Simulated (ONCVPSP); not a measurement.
**Ga (Z = 31): excitation energies, all-electron against ONCV**

```
Element                 : gallium
Generator               : ONCVPSP 4.0.1
Type                    : optimised norm-conserving Vanderbilt (ONCV)
Functional              : PBE
Relativity              : scalar-relativistic
Frozen core             : [Ar] 3d10
Valence charge          : 3
Reference configuration : 4s2 4p1
Partial waves           : 4s: rc 1.40 bohr, ncon 3, nbas 6, qcut 4.8 1/bohr, local; 4p: rc 1.85 bohr, ncon 3, nbas 6, qcut 3.8 1/bohr, 3 projectors, debl 0.3 Ha; d scattering state at 0.21 Ha: rc 1.95 bohr, ncon 4, nbas 8, qcut 4.4 1/bohr, 2 projectors, debl 2.6 Ha
Local potential         : the s channel
Core correction         : Teter function, fcfact 5.5, rcfact 1.6
```

Energies are relative to the spin-unpolarised reference configuration 4s2 4p1; without spin polarisation the order of configurations can differ from experiment.

(1) Give the all-electron excitation energy and the error of the potential for: 4s2 4p0; 4s1 4p0; 4s2 4p0.5; 4s1 4p1.

Levels in the configuration 4s2 4p0:

| level | all-electron (eV) | pseudo (eV) |
| --- | --- | --- |
| 4s | -16.332 | -16.522 |

Note: ghosts flagged at negative energy: p at -432.2 eV, d at -456.7 eV; GHOST(+) flagged for p at 48.7 eV. A true bound ghost makes a file unfit for plane-wave use.

Results:

(1)

| valence configuration | charge | ΔE all-electron (eV) | error AE − PS (meV) |
| --- | --- | --- | --- |
| 4s2 4p0 | +1 | 5.688 | -77 |
| 4s1 4p0 | +2 | 26.817 | -479 |
| 4s2 4p0.5 | +0.5 | 2.030 | -14 |
| 4s1 4p1 | +1 | 13.061 | -100 |
